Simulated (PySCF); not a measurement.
**From orbital energies to excitation energies**

Species: C₅H₇ClO.
Atom-mapped SMILES: `[CH3:1][C@H:2]1[CH2:3][CH:4]=[C:5]([Cl:6])[O:7]1` (hydrogens: H8, H9, H10 on C1; H11 on C2; H12, H13 on C3; H14 on C4)

Method used: TDDFT CAM-B3LYP/def2-SVPD, vertical, gas phase, core orbitals frozen in the response in PySCF 2.14.0, density-fitted response routines. Geometry: GFN2-xTB; no solvent, vibrations or thermal averaging.

Orbital energies (eV): HOMO-3 -11.21, HOMO-2 -10.61, HOMO-1 -10.41, HOMO -7.70, LUMO 1.24, LUMO+1 1.59, LUMO+2 1.68.

**Question.** Among the lowest singlets, which states do these configurations lead, and at what energies: HOMO→LUMO, HOMO→LUMO+1?

**Answer.** 

```tsv
state	leading configuration	weight	Δε (eV)	E (eV)	E − Δε (eV)	f	other configurations
S1	HOMO→LUMO	0.82	8.94	6.06	-2.89	0.010	H→L+3 (10%)
S3	HOMO→LUMO+1	0.76	9.30	6.31	-2.99	0.188	H→L+2 (17%)
```

E − Δε runs from -2.99 to -2.89 eV. Among themselves, these states come in the order of their orbital differences. Δε is the difference of the two orbital energies.

H and L stand for HOMO and LUMO. The other states: S2 6.27 eV, f 0.0051, H→L+2 (58%), H→L+1 (19%), H→L+8 (10%); S4 6.95 eV, f 0.0060, H→L+3 (52%), H→L+4 (28%); S5 7.22 eV, f 0.017, H→L+4 (62%), H→L+3 (12%), H→L+5 (11%); S6 7.30 eV, f 0.0014, H→L+5 (65%), H→L+3 (18%); S7 7.86 eV, f 0.010, H→L+6 (59%), H→L+8 (22%); S8 8.11 eV, f 0.020, H→L+8 (59%), H→L+6 (29%).

**Question.** Pair triplets and singlets of the same leading configuration (75% or more in both) and give the splittings.

**Answer.** 

| configuration | triplet | E(T) (eV) | singlet | E(S) (eV) | E(S) − E(T) (eV) |
| --- | --- | --- | --- | --- | --- |
| HOMO→LUMO+1 | T1 | 4.00 | S3 | 6.31 | +2.31 |

The 3 triplets are Tamm–Dancoff values, the singlets full response.

The run took 35 s of wall time on one thread of an Arm Neoverse V1, shared host with 64 logical CPUs at a one-minute load of 20, and the process peaked at 0.92 GiB of memory.
